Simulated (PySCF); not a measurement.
GeHMe2(SiH3), C2H10GeSi.
SMILES: `[H][Ge]([CH3])([CH3])[SiH3]`

Computed, not measured: TDDFT CAM-B3LYP/def2-SVPD, vertical, gas phase, core orbitals frozen in the response (PySCF). Geometry: PBE0-D3(BJ)/def2-SVP; no solvent, vibrations or thermal averaging. Relativistic effects, spin–orbit coupling among them, are left out although an element past zinc is present.

Q: List the vertical singlet excitations with oscillator strengths and describe the spectrum.

A: 

| state | E (eV) | λ (nm) | f | main configurations (H = HOMO, L = LUMO) |
| --- | --- | --- | --- | --- |
| S1 | 7.09 | 174.8 | 0.027 | H→L (84%) |
| S2 | 7.18 | 172.6 | 0.042 | H→L+1 (87%) |
| S3 | 7.42 | 167.0 | 0.0077 | H→L+3 (61%), H→L+2 (23%), H→L (8%) |
| S4 | 7.75 | 160.1 | 0.542 | H→L+2 (70%), H→L+3 (22%) |
| S5 | 7.89 | 157.2 | 0.057 | H-1→L (86%) |
| S6 | 8.05 | 154.0 | 0.0021 | H→L+5 (75%), H→L+4 (11%) |
| S7 | 8.15 | 152.1 | 0.111 | H-2→L (48%), H-1→L+1 (32%) |
| S8 | 8.31 | 149.2 | 0.048 | H-1→L+1 (49%), H-2→L (33%) |
| S9 | 8.37 | 148.1 | 0.0084 | H→L+4 (45%), H→L+7 (14%), H→L+6 (13%) |
| S10 | 8.38 | 147.9 | 0.057 | H-2→L+1 (79%) |
| S11 | 8.55 | 145.0 | 0.070 | H→L+6 (37%), H→L+7 (21%), H→L+4 (15%) |
| S12 | 8.72 | 142.3 | 0.043 | H-1→L+2 (75%) |
| S13 | 8.77 | 141.4 | 0.114 | H-1→L+3 (55%), H-2→L+3 (22%) |
| S14 | 8.78 | 141.2 | 0.101 | H-2→L+3 (55%), H-1→L+3 (22%) |
| S15 | 8.91 | 139.2 | 0.094 | H-2→L+2 (63%), H-4→L+2 (9%) |

Triplets, Tamm–Dancoff:

```json
{"state": "T1", "E (eV)": "6.41", "λ (nm)": "193.5", "main configurations (H = HOMO, L = LUMO)": "H→L (46%), H→L+4 (17%), H→L+2 (15%)"}
{"state": "T2", "E (eV)": "6.46", "λ (nm)": "192.0", "main configurations (H = HOMO, L = LUMO)": "H→L+1 (78%), H→L+8 (10%)"}
{"state": "T3", "E (eV)": "6.81", "λ (nm)": "182.0", "main configurations (H = HOMO, L = LUMO)": "H→L+3 (52%), H→L+2 (27%)"}
{"state": "T4", "E (eV)": "7.14", "λ (nm)": "173.7", "main configurations (H = HOMO, L = LUMO)": "H→L+2 (42%), H→L (34%), H→L+3 (15%)"}
```

The lowest singlet lies at 7.09 eV (175 nm, vacuum ultraviolet) and is weak; its leading configuration is HOMO→LUMO (84%). The most intense listed level is S4 at 7.75 eV (160 nm, f = 0.542), 0.66 eV above S1. S9/S10 lie within about 0.01 eV of each other. Löwdin shares by element: HOMO silicon 33%, germanium 29%, carbon 15% (atoms not listed hold the other 23%); LUMO germanium 26%, carbon 20%, silicon 15% (atoms not listed hold the other 39%). Weighted by f, the mean energy of these states is 8.13 eV. The oscillator strengths of these states sum to 1.325; summed over the whole spectrum of an exact calculation they would give the number of electrons, 68 (Thomas–Reiche–Kuhn). Orbital energies (eV): HOMO-3 -11.13, HOMO-2 -10.13, HOMO-1 -9.91, HOMO -8.96, LUMO 1.00, LUMO+1 1.35, LUMO+2 1.38. No computed singlet lies in the visible range (380 to 750 nm); the lowest, at 175 nm, stands 3.83 eV above its violet end (3.26 eV). All these states lie below the vertical ionisation energy of 9.72 eV (ΔSCF). The window holds the lowest 15 singlets.
